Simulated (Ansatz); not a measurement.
C₂H₅BrIn (`C[CH2][In][Br]`) radical. Total charge 0; spin multiplicity 2. In takes the def2 core potential. The geometry is a stationary point of PBE0-D4/def2-TZVP. It is one conformer, not always the lowest.

```xyz
9

C     0.906   -0.349    0.157
C    -0.242   -0.261   -0.819
In   -2.139    0.346    0.258
Br   -1.580    2.049    2.065
H     0.768   -1.151    0.886
H     1.843   -0.558   -0.374
H     1.045    0.581    0.712
H    -0.131    0.540   -1.554
H    -0.469   -1.196   -1.331
```

(1) What is the dipole moment at PBE/def2-TZVPP? (An estimate is asked.)

(2) And with r2SCAN, B3LYP, ωB97M-V? (An estimate is asked.)

(3) Give the Mulliken charges with PBE, r2SCAN, ωB97M-V in def2-TZVPP. (An estimate is asked.)

Results:

(1) Computed: 3.61 D, with components (0.46, -2.41, -2.65) D in this frame, pointing from negative to positive charge.

(2) The calculation gave: r2SCAN 3.79 D, B3LYP 3.82 D, ωB97M-V 3.78 D.

(3) Ansatz gave: 
```json
{"atom": "C1", "PBE": "-0.25", "r2SCAN": "-0.13", "ωB97M-V": "-0.30"}
{"atom": "C2", "PBE": "-0.34", "r2SCAN": "-0.28", "ωB97M-V": "-0.42"}
{"atom": "In3", "PBE": "0.47", "r2SCAN": "0.48", "ωB97M-V": "0.50"}
{"atom": "Br4", "PBE": "-0.41", "r2SCAN": "-0.43", "ωB97M-V": "-0.41"}
{"atom": "H5", "PBE": "0.09", "r2SCAN": "0.05", "ωB97M-V": "0.11"}
{"atom": "H6", "PBE": "0.09", "r2SCAN": "0.05", "ωB97M-V": "0.11"}
{"atom": "H7", "PBE": "0.11", "r2SCAN": "0.07", "ωB97M-V": "0.12"}
{"atom": "H8", "PBE": "0.12", "r2SCAN": "0.09", "ωB97M-V": "0.14"}
{"atom": "H9", "PBE": "0.12", "r2SCAN": "0.09", "ωB97M-V": "0.15"}
```

B3LYP here is the variant with VWN-RPA as its local correlation; programs differ in this.
